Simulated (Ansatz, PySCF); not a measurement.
Breaking the Sb1–H2 bond in stibine (SMILES [SbH3]) (multiplicity 1 held, fragments rigid). Energies count from the point at 1.714 Å.
Geometry at that point (charge 0, multiplicity 1):
```xyz
4

Sb     0.00013    -0.00053     0.05361
H     -0.90373    -1.08342    -0.91985
H     -0.49765     1.33580    -0.89701
H      1.39450    -0.22542    -0.91717
```

R- and RO- levels are restricted; in cc, def2 and unpolarised 6-31G sets they are followed outwards from rest. U- levels take the lowest unrestricted solution at each point, which mixes spins at long bonds. Active spaces are followed from a long bond inwards. Curves can end on different states.

Frozen-core correlation. Filled d and f shells under p-block atoms count as core. Rows in 3-21G carry no dispersion term and start afresh at each structure; the Pople sets are all-electron and without relativity.

Run with Ansatz (Gaussian orbitals); PySCF for 3-21G rows. Each number belongs to the level named beside it. In def2 rows elements past Kr take small-core potentials, without spin–orbit coupling.

```csv
level,energy at R = 5.484 Å (kJ/mol)
R-HF/3-21G,659.5
U-B3LYP/def2-TZVPP,292.4
R-MP2/def2-TZVPP,384.1
U-MP2/def2-TZVPP,275.3
U-CCSD/def2-TZVPP,285.4
U-CCSD(T)/def2-TZVPP,287.7
"CASSCF(2,2)/def2-TZVPP",?
"FIC-NEVPT4(SD) on CASSCF(2,2)/def2-TZVPP",284.8
"FIC-MRCISD+Q on CASSCF(2,2)/def2-TZVPP",288.6
```

Task: What belongs in the gaps?

Result: 
- CASSCF(2,2)/def2-TZVPP, energy at R = 5.484 Å (kJ/mol): 254.6

Doubts at one or more of the structures used: a restricted determinant that unrestricted orbitals would lower (R-HF/3-21G, R-MP2/def2-TZVPP); a spin-contaminated determinant (U-B3LYP/def2-TZVPP, U-MP2/def2-TZVPP, U-CCSD/def2-TZVPP, U-CCSD(T)/def2-TZVPP).

Ansatz is an electronic-structure program.
